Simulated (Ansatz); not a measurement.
Reaction (cleavage of the Si–Si bond): `[SiH3][SiH2][GeH3]` + CH₃SH → `CS[SiH2][GeH3]` + SiH₄

Computed with Ansatz on PBE0-D4/def2-TZVP structures; ΔE is electronic, products minus reactants. CCSD(T)/CBS adds triple-zeta CCSD(T) − MP2 to the extrapolated MP2 energy (def2 sets, frozen cores). This one scheme is used for every species. DFT in def2-TZVPP. B3LYP here is the variant with VWN-RPA as its local correlation; programs differ in this. HSE06 is defined as in plane-wave codes. For Ge outer-core shells are correlated without core-valence functions, which leaves a few kJ/mol of doubt a bond. Scalar relativity is left out up to krypton. Each species was taken in one conformer, which may not be the lowest.

```tsv
level	ΔE (kcal/mol)	difference from CCSD(T)/CBS
BLYP-D4	-11.9	0.1
r2SCAN-D4	-11.3	0.7
B97M-V	-10.8	1.2
BLYP	-10.3	1.7
r2SCAN	-11.0	1.0
B3LYP	-10.7	1.3
HSE06	-9.6	2.4
BHLYP	-11.6	0.4
CCSD/def2-SVP	-10.2	1.8
CCSD/def2-TZVPP	-11.1	0.9
CCSD(T)/CBS	-12.0	0
```

Largest T1 diagnostic among the species: 0.013.

The D4 term adds −1.2 kcal/mol with B3LYP and −0.7 kcal/mol with PBE0; it sums over pairs of atoms, weighted by their polarisabilities, and B3LYP, whose exchange is more repulsive, gets the larger term. Leaving LDA and LC-ωPBE aside and taking each functional with its dispersion term where it has one, the values, not all of them listed here, spread over 2.7 kcal/mol, from BHLYP-D4 to PBE-D4. At CCSD(T), def2-SVP lies +1.6 kcal/mol from the extrapolated value and def2-TZVPP +0.6 kcal/mol.
